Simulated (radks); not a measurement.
Values are calculated unless marked as measured or tabulated.
Spherical jellium clusters: N electrons in a uniform positive sphere of charge N and radius rs N^(1/3), rs = 3.36 bohr. Level of theory: non-relativistic Kohn-Sham, LDA (Slater exchange, Perdew-Wang correlation), spin-polarised, spherical densities (a radial shooting solver with Libxc functionals). Levels are named by radial order and angular momentum (1s, 1p, 1d, 2s, ...), and open shells are averaged over m.

N = 5, configuration 1s2 1p(up 3, down 0). This is the lowest configuration that the search found. Occupied and some empty levels:

level,occupation,eigenvalue (eV),<r> (bohr)
1s up,1,-5.4678,4.049
1s down,1,-4.5984,4.051
1p up,3,-3.3311,5.200
1p down,0,-2.4841,5.442
1d up,0,-1.0901,6.726
2s up,0,-1.0160,7.690
2s down,0,-0.67791,8.641
1d down,0,-0.48499,7.654

Energy (eV): total -7.46333, kinetic 11.813, external -134.90, Hartree 64.532, exchange-correlation -19.953, background 71.042.

Electron density:

r (bohr),n(r) (e/bohr^3)
0.203,0.006668
0.967,0.006889
1.73,0.007222
2.50,0.007307
3.26,0.006790
4.03,0.005575
4.79,0.003943
5.55,0.002393
6.32,0.001275
7.08,0.0006254
7.85,0.0002903
8.61,0.0001301
9.38,0.00005681
10.1,0.00002447
